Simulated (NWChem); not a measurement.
System: CH$_{3}$AlBrCl; SMILES [CH3][Al]([Cl])[Br]

Here is an NWChem input.

```
start job
memory heap 200 mb stack 900 mb global 1100 mb
geometry units angstroms noautoz
  Al    -0.451004     0.580917     0.005174
  Cl     0.995324     2.123918    -0.003567
  Br     0.332454    -1.545825    -0.004826
  C     -2.351719     0.989641     0.004764
  H     -2.968231     0.091675     0.205824
  H     -2.647019     1.398613    -0.984638
  H     -2.586150     1.765700     0.761977
end
basis spherical
  * library 6-31g*
end
dft
  xc scan
  grid coarse
  iterations 150
  mulliken
end
task dft gradient
```

Excerpt of the output:

```
             Northwest Computational Chemistry Package (NWChem) 7.3.0
             --------------------------------------------------------

 C1  symmetry detected

                             Geometry "geometry" -> ""
                             -------------------------

 Output coordinates in angstroms (scale by  1.889725989 to convert to a.u.)

  No.       Tag          Charge          X              Y              Z
 ---- ---------------- ---------- -------------- -------------- --------------
    1 Al                  13.0000    -0.43238520     0.61526432     0.00527067
    2 Cl                  17.0000     1.07335742     2.10035478    -0.00094779
    3 Br                  35.0000     0.26709590    -1.54057282    -0.00024306
    4 C                    6.0000    -2.31560148     1.09820306    -0.00102012
    5 H                    1.0000    -2.96741801     0.22533678     0.19921670
    6 H                    1.0000    -2.59184137     1.51728703    -0.99169497
    7 H                    1.0000    -2.52155676     1.88373901     0.75469985

 Effective nuclear repulsion energy (a.u.)     350.3670603180

                                 NWChem DFT Module
                                 -----------------

 Summary of "ao basis" -> "ao basis" (spherical)
 ------------------------------------------------------------------------------
       Tag                 Description            Shells   Functions and Types
 ---------------- ------------------------------  ------  ---------------------
 Al                          6-31g*                  8       18   4s3p1d
 Cl                          6-31g*                  8       18   4s3p1d
 Br                          6-31g*                 12       32   5s4p3d
 C                           6-31g*                  6       14   3s2p1d
 H                           6-31g*                  2        2   2s

            General Information
            -------------------
          SCF calculation type: DFT
          Wavefunction type:  closed shell.
          No. of atoms     :     7
          No. of electrons :    74
           Alpha electrons :    37
            Beta electrons :    37
          Charge           :     0
          Spin multiplicity:     1
          Use of symmetry is: off; symmetry adaption is: off
          Maximum number of iterations: 150
          AO basis - number of functions:    88
                     number of shells:    40
          Convergence on energy requested:  1.00D-06
          Convergence on density requested:  1.00D-05
          Convergence on gradient requested:  5.00D-04

              XC Information
              --------------
                         SCAN Method XC Functional
                  SCAN metaGGA Exchange Functional  1.000
                        SCAN Correlation Potential  1.000

             Grid Information
             ----------------
          Grid used for XC integration:  coarse
          Radial quadrature: Mura-Knowles
          Angular quadrature: Lebedev.
          Tag              B.-S. Rad. Rad. Pts. Rad. Cut. Ang. Pts.
          ---              ---------- --------- --------- ---------
          Al                  1.25       70           8.0       302
          Cl                  1.00       70          11.0       302
          Br                  1.15       95          11.0       302
          C                   0.70       35          10.0       302
          H                   0.35       35          11.0       302
          Grid pruning is: on
          Number of quadrature shells:   375
          Spatial weights used:  Erf1

      Superposition of Atomic Density Guess
      -------------------------------------

 Sum of atomic energies:       -3312.55146372

      Non-variational initial energy
      ------------------------------

 Total energy =   -3313.651531
 1-e energy   =   -5303.251539
 2-e energy   =    1639.232948
 HOMO         =      -0.364649
 LUMO         =      -0.002379

     ---------------------------------------------
      Total Density - Mulliken Population Analysis
     ---------------------------------------------

    Atom       Charge   Shell Charges
 -----------   ------   -------------------------------------------------------
    1 Al  13    11.85   2.00  2.00  5.97  0.75  0.72  0.15  0.11  0.15
    2 Cl  17    17.47   2.00  2.00  5.98  1.38  3.75  0.55  1.79  0.01
    3 Br  35    35.45   2.00  2.00  6.00  2.00  5.99  1.56  3.96  0.38  1.54  6.97  2.93  0.12
    4 C    6     7.02   2.00  0.72  2.09  0.73  1.47  0.02
    5 H    1     0.74   0.45  0.29
    6 H    1     0.74   0.45  0.29
    7 H    1     0.74   0.45  0.29

   convergence    iter        energy       DeltaE   RMS-Dens  Diis-err
 ---------------- ----- ----------------- --------- --------- ---------
 d= 0,ls=0.0,diis     1  -3316.6833101666 -3.67D+03  1.23D-02  3.82D-01
 d= 0,ls=0.0,diis     2  -3316.6781587046  5.15D-03  7.93D-03  3.31D-01
 d= 0,ls=0.0,diis     3  -3316.7249610088 -4.68D-02  2.00D-03  2.71D-02
 d= 0,ls=0.0,diis     4  -3316.7292922149 -4.33D-03  3.44D-04  1.06D-03
 d= 0,ls=0.0,diis     5  -3316.7294306856 -1.38D-04  8.87D-05  1.08D-04
  Resetting Diis
 d= 0,ls=0.0,diis     6  -3316.7294456235 -1.49D-05  1.30D-05  1.16D-06
 d= 0,ls=0.0,diis     7  -3316.7294457715 -1.48D-07  6.31D-06  6.87D-08

         Total DFT energy =    -3316.729445771493
      One electron energy =    -5306.857032346094
           Coulomb energy =     1784.854890054150
    Exchange-Corr. energy =     -145.094363797545
 Nuclear repulsion energy =      350.367060317996

 Numeric. integr. density =       74.000018011781

                       DFT Final Molecular Orbital Analysis
                       ------------------------------------

 Vector   35  Occ=2.000000D+00  E=-2.887173D-01
              MO Center=  3.0D-01, -1.1D+00, -7.8D-03, r^2= 2.8D+00
   Bfn.  Coefficient  Atom+Function         Bfn.  Coefficient  Atom+Function
  ----- ------------  ---------------      ----- ------------  ---------------
    49      0.721013  3 Br pz                45     -0.324623  3 Br pz
    53      0.320328  3 Br pz                27     -0.223006  2 Cl pz
    31     -0.133865  2 Cl pz                41      0.097454  3 Br pz
    23      0.087506  2 Cl pz                 9      0.078852  1 Al pz
    15     -0.055219  1 Al d -1              25     -0.049666  2 Cl px

 Vector   36  Occ=2.000000D+00  E=-2.886044D-01
              MO Center= -1.9D-01,  1.1D+00,  8.4D-03, r^2= 4.9D+00
   Bfn.  Coefficient  Atom+Function         Bfn.  Coefficient  Atom+Function
  ----- ------------  ---------------      ----- ------------  ---------------
    25      0.416932  2 Cl px                48     -0.310941  3 Br py
    26     -0.300382  2 Cl py                71      0.283479  4 C  px
    29      0.221337  2 Cl px                75      0.188989  4 C  px
     7     -0.175573  1 Al px                30     -0.171178  2 Cl py
    21     -0.162711  2 Cl px                44      0.139331  3 Br py

 Vector   37  Occ=2.000000D+00  E=-2.771495D-01
              MO Center=  1.8D-02, -9.9D-01,  9.4D-04, r^2= 3.4D+00
   Bfn.  Coefficient  Atom+Function         Bfn.  Coefficient  Atom+Function
  ----- ------------  ---------------      ----- ------------  ---------------
    47      0.698054  3 Br px                43     -0.312474  3 Br px
    51      0.298397  3 Br px                26      0.179752  2 Cl py
    48      0.155794  3 Br py                71      0.154117  4 C  px
    75      0.106823  4 C  px                30      0.094678  2 Cl py
    39      0.093762  3 Br px                72     -0.076242  4 C  py

 Vector   38  Occ=0.000000D+00  E=-6.022644D-02
              MO Center= -4.1D-01,  5.6D-01,  9.2D-02, r^2= 4.0D+00
   Bfn.  Coefficient  Atom+Function         Bfn.  Coefficient  Atom+Function
  ----- ------------  ---------------      ----- ------------  ---------------
     9      0.661229  1 Al pz                13      0.541123  1 Al pz
    49     -0.241347  3 Br pz                86      0.226298  6 H  s
    27     -0.214408  2 Cl pz                31     -0.213728  2 Cl pz
     5     -0.208346  1 Al pz                53     -0.207633  3 Br pz
    88     -0.176691  7 H  s                 45      0.103140  3 Br pz

 Vector   39  Occ=0.000000D+00  E=-4.217543D-02
              MO Center= -3.1D-01,  4.4D-01, -9.3D-02, r^2= 4.9D+00
   Bfn.  Coefficient  Atom+Function         Bfn.  Coefficient  Atom+Function
  ----- ------------  ---------------      ----- ------------  ---------------
    10      1.278812  1 Al s                 74     -0.505346  4 C  s
     6      0.414447  1 Al s                 50     -0.389674  3 Br s
    52     -0.386205  3 Br py                28     -0.356416  2 Cl s
    48     -0.305487  3 Br py                30      0.241361  2 Cl py
    75     -0.236057  4 C  px                46      0.231821  3 Br s

 Vector   40  Occ=0.000000D+00  E= 4.476334D-02
              MO Center= -7.2D-01,  7.2D-01, -2.4D-02, r^2= 6.0D+00
   Bfn.  Coefficient  Atom+Function         Bfn.  Coefficient  Atom+Function
  ----- ------------  ---------------      ----- ------------  ---------------
    12      1.174927  1 Al py                28     -0.598373  2 Cl s
    50      0.511327  3 Br s                 84      0.496281  5 H  s
    11      0.476928  1 Al px                 8      0.463714  1 Al py
    88     -0.313165  7 H  s                 51     -0.289658  3 Br px
    29      0.273428  2 Cl px                52      0.243609  3 Br py

     ---------------------------------------------
      Total Density - Mulliken Population Analysis
     ---------------------------------------------

    Atom       Charge   Shell Charges
 -----------   ------   -------------------------------------------------------
    1 Al  13    12.33   2.00  2.00  5.97  0.82  1.13  0.06  0.12  0.23
    2 Cl  17    17.26   2.00  2.00  5.97  1.38  3.65  0.57  1.68  0.01
    3 Br  35    35.25   2.00  2.00  6.00  2.00  5.99  1.61  3.90  0.33  1.41  6.95  2.91  0.16
    4 C    6     6.78   2.00  0.66  2.07  0.72  1.32  0.02
    5 H    1     0.79   0.51  0.28
    6 H    1     0.79   0.50  0.29
    7 H    1     0.79   0.50  0.28

     -------------------------------------------
      Total Density - Lowdin Population Analysis
     -------------------------------------------

    Atom       Charge   Shell Charges
 -----------   ------   -------------------------------------------------------
    1 Al  13    12.62   2.00  1.97  5.89  0.56  1.09  0.24  0.50  0.36
    2 Cl  17    17.14   2.00  1.99  5.91  1.15  3.36  0.64  2.06  0.01
    3 Br  35    35.14   2.00  2.00  5.99  2.00  5.91  1.26  3.52  0.56  1.88  6.71  3.07  0.24
    4 C    6     6.62   1.99  0.56  1.88  0.48  1.66  0.04
    5 H    1     0.83   0.47  0.36
    6 H    1     0.83   0.47  0.36
    7 H    1     0.83   0.47  0.36

     Multipole analysis of the density
     ---------------------------------

     L   x y z        total         alpha         beta         nuclear
     -   - - -        -----         -----         ----         -------
     0   0 0 0     -0.000000    -37.000000    -37.000000     74.000000

     1   1 0 0     -0.918457     -0.459228     -0.459228      0.000000
     1   0 1 0      0.187668      0.093834      0.093834      0.000000
     1   0 0 1     -0.001375     -0.000687     -0.000687      0.000000

     2   2 0 0    -37.239804   -158.902921   -158.902921    280.566039
     2   1 1 0     -2.209626      6.294593      6.294593    -14.798811
     2   1 0 1      0.034565     -0.056136     -0.056136      0.146837
     2   0 2 0    -40.536839   -334.739835   -334.739835    628.942832
     2   0 1 1     -0.006167      0.038766      0.038766     -0.083700
     2   0 0 2    -35.182568    -20.435820    -20.435820      5.689073

            General Information
            -------------------
          SCF calculation type: DFT
          Wavefunction type:  closed shell.
          No. of atoms     :     7
          No. of electrons :    74
           Alpha electrons :    37
            Beta electrons :    37
          Charge           :     0
          Spin multiplicity:     1
          Use of symmetry is: off; symmetry adaption is: off
          Maximum number of iterations: 150
          AO basis - number of functions:    88
                     number of shells:    40
          Convergence on energy requested:  1.00D-06
          Convergence on density requested:  1.00D-05
          Convergence on gradient requested:  5.00D-04

              XC Information
              --------------
                         SCAN Method XC Functional
                  SCAN metaGGA Exchange Functional  1.000
                        SCAN Correlation Potential  1.000

             Grid Information
             ----------------
          Grid used for XC integration:  coarse
          Radial quadrature: Mura-Knowles
          Angular quadrature: Lebedev.
          Tag              B.-S. Rad. Rad. Pts. Rad. Cut. Ang. Pts.
          ---              ---------- --------- --------- ---------
          Al                  1.25       70           8.0       302
          Cl                  1.00       70          11.0       302
          Br                  1.15       95          11.0       302
          C                   0.70       35          10.0       302
          H                   0.35       35          11.0       302
          Grid pruning is: on
          Number of quadrature shells:   375
          Spatial weights used:  Erf1

          Convergence Information
          -----------------------
          Convergence aids based upon iterative change in
          total energy or number of iterations.
          Levelshifting, if invoked, occurs when the
          HOMO/LUMO gap drops below (HL_TOL):  1.00D-02
          DIIS, if invoked, will attempt to extrapolate
          using up to (NFOCK): 10 stored Fock matrices.

                    Damping( 0%)  Levelshifting(0.5)       DIIS
                  --------------- ------------------- ---------------
          dE  on:    start            ASAP                start
          dE off:    2 iters        150 iters           150 iters

                            NWChem DFT Gradient Module
                            --------------------------

  charge          =   0.00
  wavefunction    = closed shell

                         DFT ENERGY GRADIENTS

    atom               coordinates                        gradient
                 x          y          z           x          y          z
   1 Al     -0.817090   1.162681   0.009960   -0.002432  -0.000250  -0.000123
   2 Cl      2.028351   3.969095  -0.001791    0.003579   0.003489  -0.000002
   3 Br      0.504738  -2.911260  -0.000459    0.000756  -0.003445  -0.000006
   4 C      -4.375852   2.075303  -0.001928    0.003878  -0.001776   0.000222
   5 H      -5.607607   0.425825   0.376465   -0.004011  -0.006252   0.001290
   6 H      -4.897870   2.867257  -1.874032   -0.001030   0.002695  -0.006719
   7 H      -4.765051   3.559751   1.426176   -0.000740   0.005539   0.005338
```

Level: SCAN/6-31G* (spherical d). All runs use the structure optimised with PBE-D3(BJ)/def2-SVP.
